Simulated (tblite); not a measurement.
Species: C8H10FN.
SMILES: `N#C[C@@]1(F)CCC12CCC2`

Computed values, GFN2-xTB/tblite, gas phase, harmonic and unscaled. The method is semi-empirical: single wavenumbers can be off by several per cent or more.

Harmonic wavenumbers (cm⁻¹): 48.9, 53.7, 114.8, 169.6, 223.1, 250.8, 331.6, 380.8, 439.3, 452.0, 529.4, 603.0, 635.2, 769.3, 775.9, 814.8, 851.9, 916.0, 921.6, 983.9, 1001.7, 1031.0, 1040.1, 1044.6, 1054.8, 1105.8, 1160.2, 1170.6, 1178.4, 1184.5, 1192.0, 1220.5, 1229.5, 1249.2, 1251.3, 1257.3, 1261.9, 1302.8, 1450.3, 1462.5, 1465.4, 1473.2, 1487.4, 2401.0, 3000.3, 3004.8, 3007.1, 3016.5, 3018.6, 3020.2, 3022.2, 3027.8, 3029.4, 3031.8.

A = 1938, B = 1185, C = 1071 MHz; mass 139.080 u (most abundant isotopes); point group C1, symmetry number 1.

Task: What is the zero-point energy?

Result: ½Σν̃ = 35560 cm⁻¹ = 101.67 kcal/mol.

Task: What is S at 500 K and 1 bar for an ideal gas of classical rigid rotors and harmonic oscillators?

Result: Translation 43.30, rotation 30.80, vibration 46.62: S = 120.7 cal/(mol K).

Task: And Cp and H(500 K) − H(0)?

Result: Cp = 58.26 cal/(mol K), of which vibrations give 50.31 (their classical limit is 54 R = 107.3); H(500 K) − H(0) = 16.22 kcal/mol without the zero-point energy, 12.24 from vibrations.

Task: What must be added to the electronic energy to get the Gibbs energy at 500 K and 1 bar?

Result: ZPE + [H(500 K) − H(0)] − T·S = 101.67 + 16.22 − 60.36 = 57.53 kcal/mol.

Task: How do the functions run with temperature in this model?

Result: 
```
T (K)  S (cal/(mol K))  Cp (cal/(mol K))  H − H(0) (kcal/mol)  G − H(0) (kcal/mol)  ln q(vib)
  100             69.2              17.2                 1.25                -5.67       1.69
  200             83.9              26.3                 3.42               -13.36       4.00
  300             96.6              37.2                 6.58               -22.39       6.31
  800            152.9              78.2                36.98               -85.32      18.50
 1000            171.3              86.6                53.51              -117.78      23.21
```

q(vib) and H(0) count from the zero-point level.

Task: Blend soft modes into free rotors: weight 1/[1 + (100 cm⁻¹/ν̃)⁴] for the oscillator and the rest for a rotor with moment μB/(μ + B), μ = h/(8π²ν), B = 10⁻⁴⁴ kg m². What vibrational entropy results?

Result: 42.90 cal/(mol K) in place of 46.62, which changes −T·S at 500 K by +1.86 kcal/mol.

Hindered rotation and anharmonicity are outside this model. The structure is chiral; the term R ln 2 for an equal mix with its mirror image is left out.
